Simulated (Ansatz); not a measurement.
Z-matrix (Å, degrees):
```
C
C 1 1.502
H 1 1.091 2 110.2
H 1 1.091 2 110.2 3 -120.3
H 1 1.092 2 109.1 3 119.8
F 2 1.376 1 108.7 3 -62.5
F 2 1.376 1 108.7 3 -177.2
Si 2 1.925 1 116.7 3 60.2
H 8 1.484 2 108.4 1 59.6
H 8 1.484 2 108.4 1 -59.6
H 8 1.481 2 108.6 1 -180.0
```

Charge 0, multiplicity 1.

(1) List the B3LYP/def2-TZVPP orbital energies in eV (Ansatz 0.2.0). (An estimate is asked.)

## Answers

(1) Ansatz gave: Occupied: -1799.22, -671.79, -671.79, -280.96, -277.18, -143.80, -99.12, -99.11, -99.10, -34.02, -32.48, -21.20, -17.68, -15.68, -14.95, -13.88, -13.31, -12.08, -11.69, -11.43, -10.77, -10.66, -9.89, -9.87, -8.36. Lowest empty: 0.13, 0.70, 0.82, 1.18, 1.93, 2.49, 2.57, 2.72.

B3LYP here is the variant with VWN-RPA as its local correlation; programs differ in this.
